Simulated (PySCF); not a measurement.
## Ionisation energy of Rb⁺ by level of theory

Rb⁺ [Kr] (1S) → Rb²⁺ [Ar] 3d10 4s2 4p5 (2P), as a difference of total energies. Computed with PySCF 2.14 in x2c-SVPall (6s4p5d1f, 50 functions), with scalar relativity by spin-free X2C-1e. Correlated levels: valence: [Ar] 3d10 4s2 frozen. The calculations carry no spin-orbit coupling.

```json
{"method": "UHF", "ionisation energy (eV)": "27.618"}
{"method": "MN15", "ionisation energy (eV)": "28.781"}
{"method": "SCS-MP2 (valence)", "ionisation energy (eV)": "28.324"}
{"method": "CCSD (valence)", "ionisation energy (eV)": "28.362"}
{"method": "CCSD(T) (valence)", "ionisation energy (eV)": "28.382"}
```

Problem. Estimate what r2SCAN gives.

Solution. 28.923 eV, closest to MN15 among the rows shown.

Problem. Estimate what MP2 (valence) gives.

Solution. 28.382 eV, closest to CCSD(T) (valence) among the rows shown.

The reference lies between the lowest fine-structure levels, while these numbers refer to the centres of the terms.

Errors of the correlated levels include the incompleteness of this basis and the frozen core.

For comparison: 27.290 eV (measured; NIST Atomic Spectra Database, ionization energies).
